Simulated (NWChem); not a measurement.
# SeIBr; SMILES Br[Se]I

Program: NWChem. Coordinates come from a PBE0/def2-SVP optimisation. def2 effective core potentials on I; no spin-orbit coupling.

For level PBE/STO-3G (all-electron, non-relativistic):

highest occupied level (eV): -2.90
orbital gap (eV): 2.23
dipole (D): 0.29

Problem. Estimate the same quantities for level PBE/def2-SVP (core potentials).

Solution. highest occupied level (eV): -5.48
orbital gap (eV): 1.52
dipole (D): 0.51
